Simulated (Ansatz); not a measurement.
CH4BrClSi, SMILES `[SiH3]C(Cl)Br`, relaxed with RKS PBE0-D4/def2-TZVP in Ansatz from a PBE-D4/def2-SVP geometry. The force threshold is 0.005 eV/Å; the program also tests the step.

Charge 0, multiplicity 1.

Start:

```xyz
8

Si   -0.153   -0.192   -0.964
C     0.008    0.087    0.923
Cl    1.331   -0.934    1.574
Br    0.304    2.005    1.268
H    -1.295    0.635   -1.483
H     1.138    0.216   -1.605
H    -0.426   -1.650   -1.203
H    -0.908   -0.167    1.490
```

Q: How much energy does the relaxation release, and in how many steps? (An estimate is asked.)

A: Ansatz gave: 3.31 kJ/mol, in 4 steps.

Q: Which bonds change most? (Estimate.)

A: The calculation gave: C2–Br4 from 1.971 to 1.945 Å; C2–Cl3 from 1.794 to 1.769 Å; Si1–C2 from 1.915 to 1.894 Å; Si1–H5 from 1.502 to 1.483 Å.

Q: Give the relaxed structure. (An estimate is asked.)

A: Ansatz gave: 
```xyz
8

Si   -0.152   -0.191   -0.955
C     0.005    0.082    0.912
Cl    1.312   -0.918    1.562
Br    0.307    1.975    1.243
H    -1.282    0.629   -1.457
H     1.125    0.219   -1.582
H    -0.419   -1.632   -1.192
H    -0.896   -0.165    1.470
```
